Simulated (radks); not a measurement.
Values are calculated unless marked as measured or tabulated.
Problem. Neutral titanium, configuration [Ar] 3d2 4s2. Code: a radial shooting solver on a logarithmic mesh with Libxc functionals. Model: Dirac Kohn-Sham, PBEsol, spin-unpolarised, spherical densities, finite nucleus; open shells fill j = l - 1/2 first; Fermi nuclear charge, rms radius 3.5921 fm.

Spin-orbit splittings of the eigenvalues, e(l+1/2) - e(l-1/2), with zeta = 2 splitting/(2l+1) and mean radii in bohr:

| shell | occ. | splitting (eV) | zeta (eV) | <r> j=l-1/2 | <r> j=l+1/2 |
|---|---|---|---|---|---|
| 2p | 6 | ? | ? | 0.2883 | 0.2910 |
| 3p | 6 | 0.6592 | 0.4395 | 1.081 | 1.090 |
| 3d | 2 | 0.04617 | 0.01847 | 1.615 | 1.621 |

Estimate the 2p splitting.

Solution. 5.762 eV (zeta = 3.841 eV).
